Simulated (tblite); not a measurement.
Species: C3H9OSi (doublet state).
Z-matrix (Å and degrees, GFN2-xTB geometry), rows numbered from 1:
```
C 
O   1  1.3319
Si  2  1.6328  1  133.68
C   3  1.8954  2  103.20  1  -179.24
C   4  1.5259  3  113.69  2   -63.45
H   1  1.0724  2  120.64  3     2.33
H   1  1.0717  2  116.75  3   178.44
H   3  1.4686  2  110.18  1    60.63
H   3  1.4682  2  110.42  1   -59.40
H   4  1.0905  3  108.26  2   175.06
H   4  1.0913  3  110.23  2    59.15
H   5  1.0894  4  110.92  3   179.58
H   5  1.0880  4  110.65  3   -60.31
H   5  1.0875  4  110.45  3    59.53
```

Method: GFN2-xTB as coded in tblite; computed harmonic values from a numerical Hessian at the method's own geometry, unscaled. The method is semi-empirical: single wavenumbers can be off by several per cent or more. Modes of hydrogen on silicon can be 10 to 20 % off. One conformer, not necessarily the lowest. Open shells enter through the occupations alone, without spin polarisation, and single modes of such species can be off by tens of per cent.

Harmonic wavenumbers (cm⁻¹): 51.7, 90.4, 133.2, 163.3, 225.5, 229.0, 237.4, 305.6, 501.3, 591.4, 660.5, 728.4, 737.2, 800.3, 815.5, 986.6, 1024.5, 1078.1, 1081.1, 1245.8, 1300.2, 1302.5, 1379.6, 1416.0, 1487.9, 1509.5, 1511.7, 2187.2, 2228.9, 2972.9, 2992.5, 3008.7, 3027.8, 3036.6, 3117.1, 3163.8.

A = 7600, B = 2239, C = 1888 MHz; mass 89.042 u (most abundant isotopes); point group C1, symmetry number 1; spin multiplicity 2.

Q: What is the zero-point energy?

A: Half the sum of the wavenumbers: 23665 cm⁻¹ = 283.09 kJ/mol.

Q: Entropy at 350 K, 1 bar (ideal gas, RRHO, classical rotation)?

A: Translation 168.17, rotation 113.74, vibration 115.81, spin (R ln 2) 5.76: S = 403.5 J/(mol K).

Q: And Cp and H(350 K) − H(0)?

A: Cp = 143.64 J/(mol K), of which vibrations give 110.38 (their classical limit is 36 R = 299.3); H(350 K) − H(0) = 32.49 kJ/mol without the zero-point energy, 20.85 from vibrations.

Q: Which modes carry the vibrational entropy at 350 K?

A: 51.7 cm⁻¹: 21.21; 90.4 cm⁻¹: 16.59; 133.2 cm⁻¹: 13.43; 163.3 cm⁻¹: 11.78; 225.5 cm⁻¹: 9.24; 229.0 cm⁻¹: 9.12 J/(mol K); the other 30 give 34.45 together.

Q: Blend soft modes into free rotors: weight 1/[1 + (100 cm⁻¹/ν̃)⁴] for the oscillator and the rest for a rotor with moment μB/(μ + B), μ = h/(8π²ν), B = 10⁻⁴⁴ kg m². What vibrational entropy results?

A: 107.60 J/(mol K) in place of 115.81, which changes −T·S at 350 K by +2.87 kJ/mol.

Q: What must be added to the electronic energy to get the Gibbs energy at 350 K and 1 bar?

A: ZPE + [H(350 K) − H(0)] − T·S = 283.09 + 32.49 − 141.22 = 174.36 kJ/mol.

Q: How do the functions run with temperature in this model?

A: 
```json
{"T (K)": "100", "S (J/(mol K))": "275.3", "Cp (J/(mol K))": "73.3", "H − H(0) (kJ/mol)": "5.14", "G − H(0) (kJ/mol)": "-22.40", "ln q(vib)": "1.35"}
{"T (K)": "200", "S (J/(mol K))": "335.6", "Cp (J/(mol K))": "102.6", "H − H(0) (kJ/mol)": "13.99", "G − H(0) (kJ/mol)": "-53.12", "ln q(vib)": "3.58"}
{"T (K)": "300", "S (J/(mol K))": "382.4", "Cp (J/(mol K))": "130.2", "H − H(0) (kJ/mol)": "25.64", "G − H(0) (kJ/mol)": "-89.08", "ln q(vib)": "5.73"}
{"T (K)": "500", "S (J/(mol K))": "460.9", "Cp (J/(mol K))": "178.9", "H − H(0) (kJ/mol)": "56.78", "G − H(0) (kJ/mol)": "-173.66", "ln q(vib)": "9.75"}
{"T (K)": "800", "S (J/(mol K))": "556.5", "Cp (J/(mol K))": "228.2", "H − H(0) (kJ/mol)": "118.43", "G − H(0) (kJ/mol)": "-326.81", "ln q(vib)": "15.23"}
{"T (K)": "1000", "S (J/(mol K))": "610.0", "Cp (J/(mol K))": "250.6", "H − H(0) (kJ/mol)": "166.41", "G − H(0) (kJ/mol)": "-443.58", "ln q(vib)": "18.55"}
```

q(vib) and H(0) count from the zero-point level.

Hindered rotation and anharmonicity are outside this model. Other conformers, if any are populated, would add a mixing term that is left out. The structure is chiral; the term R ln 2 for an equal mix with its mirror image is left out.
